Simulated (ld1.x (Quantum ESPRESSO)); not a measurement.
How hard is this nitrogen (N) PAW potential?

* Element: nitrogen (N)
* Generator: ld1.x (Quantum ESPRESSO) 7.5
* Type: PAW
* Functional: PBE
* Relativity: non-relativistic
* Frozen core: [He]
* Valence charge: 5
* Reference configuration: 2s2 2p3
* Partial waves: 2s (bound): rcut 0.75, rcutus 0.90 bohr; 2s channel at -0.9 Ry: rcut 0.75, rcutus 0.90 bohr; 2p (bound): rcut 1.15, rcutus 1.35 bohr; 2p channel at 3.15 Ry: rcut 1.15, rcutus 1.35 bohr; 3d channel at 0.35 Ry: rcut 1.10, rcutus 1.30 bohr
* Local potential: all-electron potential smoothed inside 1.15 bohr (lloc = -1)
* Core correction: Bessel-smoothed model core inside 0.45 bohr
* Augmentation charge: PSQ, inside the norm-conserving radii

The pseudo-atom Hamiltonian at the reference potential is diagonalised in spherical Bessel functions j_l(qr) that vanish at 20 bohr, with q² up to the cutoff. All-electron valence levels (Ry): 2s -1.3640, 2p -0.5215.

Task: How do the lowest levels (Ry) of each channel move with the cutoff, and are there ghosts?

Result:

```csv
cutoff (Ry),s #1,p #1,d #1,d #2,f #1,Σ f·Δε (mRy)
8,-1.3353,-0.2131,0.0769,0.1803,0.1195,982.5
10,-1.3397,-0.2813,0.0769,0.1803,0.1195,769.3
15,-1.3405,-0.4197,0.0769,0.1802,0.1195,352.3
21,-1.3478,-0.4812,0.0769,0.1802,0.1195,153.2
25,-1.3518,-0.5044,0.0769,0.1802,0.1195,75.7
30,-1.3571,-0.5155,0.0769,0.1802,0.1195,31.9
40,-1.3627,-0.5209,0.0769,0.1802,0.1195,4.4
50,-1.3637,-0.5213,0.0769,0.1802,0.1195,1.2
55,-1.3638,-0.5213,0.0769,0.1802,0.1195,1.0
60,-1.3638,-0.5213,0.0769,0.1802,0.1195,0.9
80,-1.3639,-0.5215,0.0769,0.1802,0.1195,0.4
400,-1.3640,-0.5215,0.0769,0.1802,0.1195,0.0
```

Result: no extra level below or beside the all-electron valence levels (s, p, d, f tested); 10 mRy is reached at 40 Ry and 1 mRy at 60 Ry.
